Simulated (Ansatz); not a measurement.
Consider the formal exchange of groups at a B–N bond: `NB(O[SiH3])O[SiH3]` + `N/C=C\F` → `[SiH3]OBO[SiH3]` + `N/C=C(\N)F`.

Gas-phase electronic energies from Ansatz, PBE0-D4/def2-TZVP geometries. CCSD(T)/CBS is the MP2 limit (def2-TZVPP, def2-QZVPP) plus CCSD(T) − MP2 in def2-TZVPP, frozen cores. Double bonds are as drawn, so ΔE can hold a change between cis and trans. DFT in def2-TZVPP. Each species was taken in one conformer, which may not be the lowest.

`NB(O[SiH3])O[SiH3]`:

Z-matrix (Å, degrees):
```
Si
O 1 1.637
H 1 1.483 2 109.2
H 1 1.483 2 109.1 3 119.9
H 1 1.490 2 110.8 3 -120.1
B 2 1.378 1 137.5 3 117.8
N 6 1.405 2 122.6 1 0.6
O 6 1.371 2 118.1 1 -179.4
H 7 1.003 6 121.3 2 179.9
H 7 1.003 6 123.8 2 0.3
Si 8 1.647 6 128.6 2 0.1
H 11 1.486 8 111.1 6 -60.7
H 11 1.486 8 111.1 6 61.1
H 11 1.483 8 106.6 6 -179.8
```

`N/C=C\F`:

Cartesian coordinates in Å:
```
N 0.694 -0.943 0.471
C -0.416 -0.151 0.240
C -0.508 0.801 -0.679
F 0.562 1.124 -1.439
H 1.549 -0.588 0.070
H 0.816 -1.235 1.426
H -1.301 -0.377 0.821
H -1.396 1.369 -0.910
```

`[SiH3]OBO[SiH3]`:

Cartesian coordinates in Å:
```
Si -2.203 -0.756 0.253
O -0.665 -0.189 0.047
B -0.136 0.816 -0.702
O 1.196 1.045 -0.666
Si 2.375 0.256 0.193
H -3.160 0.046 -0.551
H -2.239 -2.173 -0.180
H -2.543 -0.662 1.693
H -0.832 1.504 -1.396
H 2.423 -1.179 -0.186
H 3.657 0.911 -0.156
H 2.127 0.380 1.651
```

`N/C=C(\N)F`:

Cartesian coordinates in Å:
```
N -0.518 -0.586 -1.461
C 0.398 0.248 -0.833
C 0.512 0.372 0.484
N -0.310 -0.254 1.412
F 1.522 1.137 0.991
H -0.918 -0.194 -2.300
H -1.234 -0.909 -0.823
H 1.104 0.764 -1.474
H -0.724 0.399 2.066
H 0.168 -0.978 1.937
```

```tsv
level	ΔE (kJ/mol)
PBE	128.4
HF/def2-QZVPP	147.5
```

Question: What does CCSD(T)/CBS give? (Estimate.)

Answer: The calculation gave: +141.2 kJ/mol. The listed levels differ from it by -12.8, 6.3 kJ/mol.

Largest T1 diagnostic among the species: 0.013.

From PBE to PBE0 (25 % exact exchange), in def2-TZVPP and without D4, ΔE moves by +6.0 kJ/mol. In def2-TZVPP, CCSD(T) changes the Hartree–Fock value by −8.0 kJ/mol (the triples alone add −2.2 kJ/mol) and MP2 by −6.4 kJ/mol.

CCSD(T)/CBS has its own doubt, a few kJ/mol and more with outer-core shells, so smaller differences from it don't rank the levels.
